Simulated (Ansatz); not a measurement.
System: C2H9OSi2, net charge -1, singlet state. It need not be the lowest isomer of its formula. Whether it binds its extra electron was not tested at this geometry. 
Coordinates optimised at B3LYP-D3(BJ)/def2-TZVP (Ansatz, a quantum-chemistry and plane-wave program):
```
O
Si 1 1.6202
Si 1 1.7315 2 127.07
C 3 1.7488 1 119.20 2 5.02
H 4 1.0860 3 122.38 1 -86.47
H 4 1.0866 5 114.68 3 -172.30
H 2 1.4919 1 114.36 3 59.67
H 2 1.4997 7 105.11 1 -117.05
H 3 1.5019 1 99.89 2 -120.12
H 3 1.5023 9 107.53 1 103.06
C 2 1.8802 7 107.92 8 -113.75
H 11 1.0908 2 108.93 7 -62.46
H 11 1.0932 12 108.28 2 120.45
H 11 1.0952 12 109.49 13 117.91
```
Charge -1, spin multiplicity 1.

Total electronic energies in hartree. Cores are frozen in the correlated levels unless marked. No spin-orbit coupling. Non-relativistic. CBS marks a two-point X^-3 extrapolation of the correlation energy; Hartree-Fock from the larger set. The bracket is a focal-point correction in the basis named.

```json
[
 {"level": "HF/6-31G", "program": "Ansatz", "energy (Eh)": "-733.53763"},
 {"level": "HF/cc-pVTZ", "program": "Ansatz", "energy (Eh)": "-733.85030"},
 {"level": "RI-HF/cc-pV(Q+d)Z", "program": "Ansatz", "energy (Eh)": "-733.88258"},
 {"level": "revPBE-D3(BJ)/def2-TZVPD", "program": "Ansatz + dftd3", "energy (Eh)": "-735.85842"},
 {"level": "B3LYP-D3(BJ)/def2-TZVPD", "program": "Ansatz + dftd3", "energy (Eh)": "-736.08667"},
 {"level": "B3LYP/def2-TZVPD", "program": "Ansatz", "energy (Eh)": "-736.06574"},
 {"level": "PBE0/6-31G*", "program": "Ansatz", "energy (Eh)": "___"},
 {"level": "PBE0/def2-TZVP", "program": "Ansatz", "energy (Eh)": "-735.57583"},
 {"level": "r2SCANh/def2-TZVPD", "program": "Ansatz", "energy (Eh)": "-735.85993"},
 {"level": "HSE06-D4/def2-TZVPD", "program": "Ansatz + dftd4", "energy (Eh)": "___"},
 {"level": "CAM-B3LYP/def2-TZVPD", "program": "Ansatz", "energy (Eh)": "-735.95449"},
 {"level": "B2PLYP/def2-TZVPD", "program": "Ansatz", "energy (Eh)": "___"},
 {"level": "MP2/6-31G", "program": "Ansatz", "energy (Eh)": "-733.95757"},
 {"level": "MP2/cc-pV(D+d)Z", "program": "Ansatz", "energy (Eh)": "-734.45819"},
 {"level": "SCS-MP2/6-31G*", "program": "Ansatz", "energy (Eh)": "-734.31532"},
 {"level": "SCS-MP2/cc-pV(D+d)Z", "program": "Ansatz", "energy (Eh)": "-734.46132"},
 {"level": "CCSD/6-31G", "program": "Ansatz", "energy (Eh)": "-734.00717"},
 {"level": "CCSD/cc-pV(D+d)Z", "program": "Ansatz", "energy (Eh)": "-734.52427"},
 {"level": "CCSD/cc-pV(T+d)Z", "program": "Ansatz", "energy (Eh)": "-734.77808"},
 {"level": "CCSD/cc-pwCVTZ", "program": "Ansatz", "energy (Eh)": "-734.79127"},
 {"level": "CCSD(T)/6-31G*", "program": "Ansatz", "energy (Eh)": "-734.39311"},
 {"level": "CCSD(T) with core electrons (1s frozen past Ne)/cc-pwCVTZ", "program": "Ansatz", "energy (Eh)": "-735.49606"},
 {"level": "RI-MP2/CBS(aug-cc-pV(T+d)Z,aug-cc-pV(Q+d)Z)+[CCSD(T)-MP2]/aug-cc-pV(T+d)Z", "program": "Ansatz", "energy (Eh)": "-734.9474"}
]
```

Q: Complete the blanks.

A: 
- PBE0/6-31G*, energy (Eh): -735.42923
- HSE06-D4/def2-TZVPD, energy (Eh): -735.56807
- B2PLYP/def2-TZVPD, energy (Eh): -735.63641
